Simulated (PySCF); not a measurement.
Start geometry of `C[C@H]1CC=CS(=O)(=O)C1` from GFN2-xTB (Å):
```
atom  x, y, z in Å
C1     2.0771   -0.9248    0.3455
C2     0.6745   -0.3186    0.3731
C3     0.7061    1.1254   -0.1319
C4    -0.6252    1.8025   -0.1785
C5    -1.7989    1.2069   -0.0997
S6    -1.9537   -0.5704    0.0361
O7    -2.9313   -1.0116   -0.9220
O8    -2.1735   -0.9141    1.4159
C9    -0.3012   -1.1367   -0.4522
H10    2.0623   -1.9334    0.7493
H11    2.4536   -0.9678   -0.6744
H12    2.7628   -0.3273    0.9414
H13    0.3013   -0.3220    1.4032
H14    1.3691    1.7169    0.5056
H15    1.1388    1.1492   -1.1390
H16   -0.5801    2.8803   -0.2943
H17   -2.7406    1.7249   -0.1352
H18   -0.2052   -0.9713   -1.5216
H19   -0.2456   -2.1988   -0.2289
```

Q: What comes out of this run: PBE0-D3(BJ)/def2-SVP geometry optimisation, gas phase (PySCF 2.14.0)?

A: 
```
atom  x, y, z in Å
C1     2.246   -0.427    0.384
C2     0.883    0.232    0.545
C3     0.899    1.683    0.066
C4    -0.433    2.362    0.014
C5    -1.628    1.774    0.110
S6    -1.823    0.030    0.320
O7    -2.817   -0.430   -0.644
O8    -1.993   -0.258    1.743
C9    -0.204   -0.555   -0.174
H10    2.241   -1.452    0.782
H11    2.540   -0.477   -0.677
H12    3.021    0.140    0.921
H13    0.612    0.228    1.616
H14    1.572    2.276    0.708
H15    1.349    1.737   -0.945
H16   -0.418    3.447   -0.140
H17   -2.581    2.309    0.061
H18   -0.153   -0.467   -1.271
H19   -0.211   -1.621    0.102
```

The energy falls by 3.3 kcal/mol over 7 energy and gradient evaluations, the largest force component goes from 0.0313 to 3.9e-04 Eh/bohr, and the atoms move by 0.082 Å rms after alignment. Among the bonds, C5–S6, S6=O8 and S6–C9 change most and about equally (-0.023 to +0.023 Å). Bonds longer at the end by more than 0.005 Å: 14 of 19; shorter: 3. Among the angles that change most is C2–C9–S6, from 105.7° to 110.3°. Rotational constants go from 2355, 1203, 969.4 to 2342, 1180, 960.3 MHz. The orientation of the end geometry is arbitrary; only internal coordinates are fixed.

The run used 180 basis functions and 48 SCF cycles in all. Cost: about 2.6 min of CPU time on one thread; the machine was shared, so the figure is rough.

No frequency check. One conformer, not necessarily the lowest.
